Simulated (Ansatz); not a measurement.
Computed with Ansatz on PBE0-D4/def2-TZVP structures; ΔE is electronic, products minus reactants. CCSD(T)/CBS adds triple-zeta CCSD(T) − MP2 to the extrapolated MP2 energy (def2 sets, frozen cores). This one scheme is used for every species. Functionals use def2-TZVPP. One conformer a species, not always the lowest.

Reaction (hydrogenolysis of the Si–Si bond): `O[SiH](F)[SiH2]S` + H₂ → `O[SiH2]F` + `[SiH3]S`

```json
{"level": "PBE-D4", "ΔE (kJ/mol)": "-4.8", "difference from CCSD(T)/CBS": "21.3"}
{"level": "PBE0-D4", "ΔE (kJ/mol)": "-14.5", "difference from CCSD(T)/CBS": "11.6"}
{"level": "ωB97X-V", "ΔE (kJ/mol)": "-25.9", "difference from CCSD(T)/CBS": "0.2"}
{"level": "PBE0", "ΔE (kJ/mol)": "-23.1", "difference from CCSD(T)/CBS": "3.0"}
{"level": "HF/def2-TZVPP", "ΔE (kJ/mol)": "-64.8", "difference from CCSD(T)/CBS": "-38.7"}
{"level": "MP2/def2-TZVPP", "ΔE (kJ/mol)": "-30.7", "difference from CCSD(T)/CBS": "-4.6"}
{"level": "CCSD(T)/def2-TZVPP", "ΔE (kJ/mol)": "-30.6", "difference from CCSD(T)/CBS": "-4.5"}
{"level": "HF/def2-QZVPP", "ΔE (kJ/mol)": "-65.7", "difference from CCSD(T)/CBS": "-39.6"}
{"level": "MP2/def2-QZVPP", "ΔE (kJ/mol)": "-28.4", "difference from CCSD(T)/CBS": "-2.3"}
{"level": "MP2/CBS(def2)", "ΔE (kJ/mol)": "-26.2", "difference from CCSD(T)/CBS": "-0.1"}
{"level": "CCSD(T)/CBS", "ΔE (kJ/mol)": "-26.1", "difference from CCSD(T)/CBS": "0"}
```

Largest T1 diagnostic among the species: 0.013.

In def2-TZVPP, CCSD(T) changes the Hartree–Fock value by +34.2 kJ/mol (the triples alone add +6.8 kJ/mol) and MP2 by +34.1 kJ/mol. From PBE to PBE0 (25 % exact exchange), in def2-TZVPP and without D4, ΔE moves by −8.8 kJ/mol. The D4 term adds +15.5 kJ/mol with B3LYP and +8.7 kJ/mol with PBE0; it sums over pairs of atoms, weighted by their polarisabilities, and B3LYP, whose exchange is more repulsive, gets the larger term.

B3LYP here is the variant with VWN-RPA as its local correlation; programs differ in this.
